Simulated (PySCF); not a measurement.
# Simulated absorption spectrum

Species: C4H12F2GaN.
Cartesian coordinates in Å at the PBE0-D3(BJ)/def2-SVP level; atoms count from 1:
```xyz
20
C4H12F2GaN angstrom
C     -0.7295    1.4425    0.1204
N     -0.6266   -0.0192    0.2035
C     -0.9417   -0.6331   -1.0919
C     -1.5193   -0.5356    1.2437
Ga     1.3627   -0.5519    0.7510
C      2.4169    0.1262   -0.8461
F      2.1809    1.4624   -1.0890
F      2.0811   -0.5339   -2.0055
H     -0.4788    1.8808    1.0956
H     -1.7543    1.7444   -0.1610
H     -0.0141    1.8176   -0.6216
H     -0.2286   -0.2877   -1.8504
H     -1.9709   -0.3786   -1.4026
H     -0.8499   -1.7244   -1.0085
H     -2.5713   -0.2845    1.0176
H     -1.2455   -0.0980    2.2136
H     -1.4144   -1.6268    1.3103
H      1.2016   -2.1219    0.8303
H      1.5360    0.3094    2.0649
H      3.5139    0.0265   -0.7419
```

Theory: PySCF 2.14.0, density-fitted response routines, TDDFT PBE0/def2-SVPD, vertical, gas phase, core orbitals frozen in the response. The PBE0/def2-SVPD calculation is non-relativistic and has no spin–orbit coupling, an omission that weighs most on gallium.

Broadening: Gaussians 0.25 eV wide at half height, area fixed by f = 4.319×10⁻⁹ ∫ε dν̃. The width is an assumption, not a result. The curve ends short of the highest state used, and states not computed would add to its high-energy end.

(λ (nm), ε (L mol⁻¹ cm⁻¹)): (171.9, 14154), (172.8, 12664), (173.8, 10085), (174.7, 7498), (175.6, 5180), (176.5, 3460), (177.4, 2436), (178.3, 2012), (179.2, 1992), (180.1, 2158), (181.1, 2356), (182.0, 2433), (182.9, 2374), (183.8, 2186), (184.7, 1899), (185.6, 1556), (186.5, 1199), (187.4, 867), (188.4, 565), (189.3, 369), (190.2, 249), (191.1, 205), (192.0, 231), (192.9, 324), (193.8, 475), (194.7, 668), (195.7, 901), (196.6, 1091), (197.5, 1226), (198.4, 1281), (199.3, 1246), (200.2, 1131), (201.1, 959), (202.0, 762), (203.0, 547), (203.9, 380), (204.8, 249), (205.7, 154), (206.6, 90), (207.5, 49), (208.4, 26), (209.4, 12), (210.3, 6), (211.2, 2)

Q: Locate the maxima and give the states behind the curve.

A: 199 nm (6.25 eV), ε about 1300, made up of S1 (100%); 182 nm (6.81 eV), ε about 2400, made up of S2 (35%) and S3 (64%) (ε in L mol⁻¹ cm⁻¹; maxima over ε = 5, shares over 10%). At its high-energy end, 7.21 eV, the curve is still rising (ε about 14000, from S4 and S5). The states used: S1 6.25 eV (f 0.012); S2 6.72 eV (f 0.011); S3 6.85 eV (f 0.016); S4 7.19 eV (f 0.086); S5 7.31 eV (f 0.070); S6 7.33 eV (f 0.0009); S7 7.55 eV (f 0.028); S8 7.60 eV (f 0.031); S9 7.76 eV (f 0.0027); S10 7.81 eV (f 0.0006).

Q: Coming from long wavelengths, where does ε first pass 100 L mol⁻¹ cm⁻¹?

A: At about 206 nm (6.01 eV), 0.24 eV below S1.

Q: What would ε be at 6.81 eV, the highest of these maxima, with half the width (0.125 eV)?

A: About 3050 L mol⁻¹ cm⁻¹ against 2430, a factor of about 1.3; a lone state at its own centre would give exactly 2.

Q: Does any computed singlet lie in the visible range?

A: No computed singlet lies in the visible range (380 to 750 nm); the lowest, at 198 nm, stands 2.98 eV above its violet end (3.26 eV).

All these states lie below the vertical ionisation energy of 9.20 eV (ΔSCF).

One conformer stands for the species.
